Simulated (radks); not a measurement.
These are the eigenvalues of the occupied orbitals of an atom or ion with whole-number occupations (hartree). Calculated with a radial shooting solver on a logarithmic mesh with Libxc functionals: scalar-relativistic Kohn-Sham, SCAN, spin-polarised, spherical densities, finite nucleus; meta-GGA in the generalised Kohn-Sham scheme; Fermi nuclear charge, rms radius of each element as measured or else 0.836 A^(1/3) + 0.57 fm.

| orbital | eigenvalue |
|---|---|
| 1s up | -2971.790 |
| 1s down | -2971.790 |
| 2s up | -526.2308 |
| 2s down | -526.2288 |
| 2p up | -455.0001 |
| 2p down | -454.9983 |
| 3s up | -125.5261 |
| 3s down | -125.4953 |
| 3p up | -104.7465 |
| 3p down | -104.7133 |
| 3d up | -82.47735 |
| 3d down | -82.44971 |
| 4s up | -28.25855 |
| 4s down | -28.19660 |
| 4p up | -21.39098 |
| 4p down | -21.33152 |
| 4d up | -13.11624 |
| 4d down | -13.05792 |
| 5s up | -4.72898 |
| 5s down | -4.71525 |
| 4f up | -3.97372 |
| 4f down | -3.91405 |
| 5p up | -2.87138 |
| 5p down | -2.86342 |
| 5d up | -0.77387 |
| 5d down | -0.76351 |
| 6p up | -0.31910 |

Which element is it, and in what charge state? The configuration may be excited. Open shells, if any, are filled with parallel spins first.

Answer. Z = 79, gold, charge +1: Au+ in [Xe] 4f13 5d10 6p1. The list shows which subshells hold electrons but not how many an open one holds; the 1s level, -2971.8 hartree, gives Z - s = 77.1 by -(Z - s)^2/2, which with screening and relativity narrows Z to a few neighbours, and the depths of the outer levels then fix element, charge and occupations together.
